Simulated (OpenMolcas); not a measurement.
Cu2+ (d9) on a cation site of an ionic host was computed by CASSCF with the d shell active (OpenMolcas, ANO-RCC-VDZP on the metal). Its lowest spin-free states, and all those of the highest spin:

```csv
2S+1,Degeneracy,E (cm-1)
2,2,0.0
2,3,2400
```

Question: Is the site octahedral, tetrahedral or cube-like, axial, or of lower symmetry?

Answer: The states with 2S+1 = 2 have orbital degeneracies 2, 3. Threefold states need a cubic site. For d9 at this spin an octahedron puts the twofold E below the threefold T2 and a tetrahedron or cube puts the threefold T2 below the twofold E, so the site is octahedral. The first gap at this spin, 2400 cm-1, is |10Dq| in ligand-field theory. The run had Cu2+ with its 6 nearest bromide ions at 2.712 Å, on the Ca site of CsCaBr3 (a = 5.69 Å, distance in the model lattice 2.845 Å). The rest of the host is ab initio model potentials to 7.6 Å, with orthogonalisation functions on the cations behind the ligands, and point charges beyond; the distance is set by hand and nothing relaxes. Ligand basis ANO-RCC-VDZP.

An orbital doublet at a regular site is open to a Jahn-Teller distortion, which this geometry leaves out. Ligand-to-metal charge-transfer states are missing. With metal d orbitals alone and no dynamic correlation the field as a rule comes out too small, by tens of per cent, by up to half for chloride and softer ligands, and the orbital part of g and χT, which goes as 1/10Dq, too large. No measured value stands beside these numbers; the geometry was set by hand and not optimised.
